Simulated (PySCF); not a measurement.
A compound of formula [C23H33BIS]+ has these computed shifts in ppm, with the number of atoms in brackets (GIAO KT3/pcSseg-1 (def2-SVP on I), gas phase, PySCF SCF with an in-house response code, fitting set def2-universal-JFIT, grid level 2, non-relativistic but for scalar-relativistic core potentials on heavy atoms, geometry: GFN2-xTB; 11B against isolated BF3·OEt2; 13C, 1H against isolated TMS; 33S against isolated CS2).

13C: 168.4 (1), 155.1 (1), 152.9 (1), 142.1 (1), 139.7 (1), 134.9 (1), 128.4 (1), 128.0 (2), 127.7 (2), 123.3 (1), 39.8 (1), 39.5 (1), 33.8 (1), 31.8 (3), 31.8 (3), 12.4 (2)
1H: 7.85 (2), 7.53 (2), 7.45 (1), 7.43 (1), 2.59 (3), 1.55 (9), 1.44 (9), 0.65 (6)
11B: 10.8 (1)
33S: 51.6 (1)

(1) Which structure gave them?

Answers

(1) CSc1c(C(C)(C)C)ccc([I+]c2ccc(C(C)(C)C)cc2)c1B(C)C. Other isomers were not compared.
